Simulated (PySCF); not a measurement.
Substituent chemical shifts

Parent skeleton `[NH:1]=[CH:2][CH:3]=[CH:4][SiH2:5][SiH3:6]`; one hydrogen on atom 3 is replaced by X. Hydrogens on one atom are averaged.

Computed data (PySCF 2.14.0 with density-fitted response routines): geometry: GFN2-xTB, shieldings: GIAO PBE0/pcSseg-1. In vacuum, rapidly exchanging positions averaged, one conformer, relativity neglected.

Scale: 15N against NH3; 13C and 29Si and 1H vs TMS (reference shieldings calculated alike).

**Question.** Give δ (ppm) for X = CH2SiH3, CONH2, CHO.

**Answer.** 
```csv
X,SMILES,N1,C2,C3,C4,Si5,Si6,H(C2),H(C4),H(Si5)
CH2SiH3,[H]/N=C\C(=C/[SiH2][SiH3])C[SiH3],359.3,170.7,158.3,134.1,-95.1,-116.4,8.54,6.19,4.63
CONH2,[H]/N=C/C(=C/[SiH2][SiH3])C(N)=O,330.6,174.3,144.6,189.4,-103.9,-113.7,8.76,8.37,4.60
CHO,[H]/N=C\C(C=O)=C/[SiH2][SiH3],397.9,166.7,145.5,169.3,-89.3,-112.8,8.60,7.42,4.45
```

**Question.** Which position responds most, and to which substituents?

**Answer.** N1: from 330.6 ppm with CONH2 to 397.9 ppm with CHO.

Experimental scales use liquid or dissolved standards, which lie at an offset from isolated NH3 (liquid NH3: subtract about 20 ppm). Unscaled 15N shifts of sp2 nitrogen come out 20 to 40 ppm too high even then.
